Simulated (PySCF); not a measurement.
## Computed properties of ZnHF, SMILES [F][ZnH]

ZnHF, SMILES [F][ZnH]. Coordinates come from a PBE0-D3(BJ)/def2-TZVP optimisation. One conformer was computed; it need not be the lowest. All values are computed for the isolated molecule unless a solvent is named; none is compared with measurement here.

**Structure.** The optimised structure has C∞v symmetry. All 4 harmonic modes at PBE0-D3(BJ)/def2-TZVP (PySCF) are real, so it is a minimum.

**Vibrations.** The strongest infrared lines (harmonic, unscaled, degenerate partners summed) lie at 474 cm⁻¹ (180 km/mol, H 92 %), 661 cm⁻¹ (60 km/mol, F 78 %, Zn 22 %), 2010 cm⁻¹ (45 km/mol, H 98 %). The softest mode is at 474 cm⁻¹ and the zero-point energy is 5.2 kcal/mol.

**Electronic structure.** HF/def2-TZVPD (PySCF) places the frontier levels at -12.56 and 0.87 eV, a gap of 13.43 eV, and gives a dipole moment of 2.18 D and a mean polarisability of 21.5 bohr³.

**Excitations.** TDDFT-CAM-B3LYP/def2-TZVPD (PySCF) has S1 at 7.94 eV (156 nm, f = 0.029, weak); the most intense of the 10 singlets computed lies at 8.08 eV (f = 0.39). Strengths of degenerate partners are summed. T1 (TDA) is at 6.64 eV. No vertical singlet excitation falls in the visible range (under 3.1 eV).

**NMR.** GIAO shifts at B3LYP/pcSseg-2 (PySCF) (non-relativistic, atoms alike by connectivity averaged): ¹H at 3.9 ppm against TMS; ¹⁹F at -209.4 ppm against CFCl3.
